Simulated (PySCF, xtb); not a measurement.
CH6ClGeN, SMILES [CH3][Ge@H]([NH2])[Cl]. One conformer was computed; it need not be the lowest.

Harmonic wavenumbers (cm⁻¹) from GFN2-xTB run with xtb 6.7.1 at its own minimum, in rising order: 95, 141, 164, 180, 192, 369, 498, 569, 607, 637, 645, 739, 794, 807, 1319, 1451, 1455, 1488, 1746, 3020, 3029, 3030, 3434, 3467.

**Question.** What does PBE-D3(BJ)/def2-SVP in PySCF 2.14.0 give at its own minimum? (Estimate from the structure and the level; the computed values follow.)

**Answer.** 98, 152, 176, 189, 250, 381, 566, 596, 605, 685, 713, 791, 816, 896, 1206, 1378, 1383, 1505, 2098, 2991, 3100, 3108, 3440, 3535. Paired by order, the mean absolute difference is 57 cm⁻¹ and the zero-point energies are 42.7 and 43.8 kcal/mol.
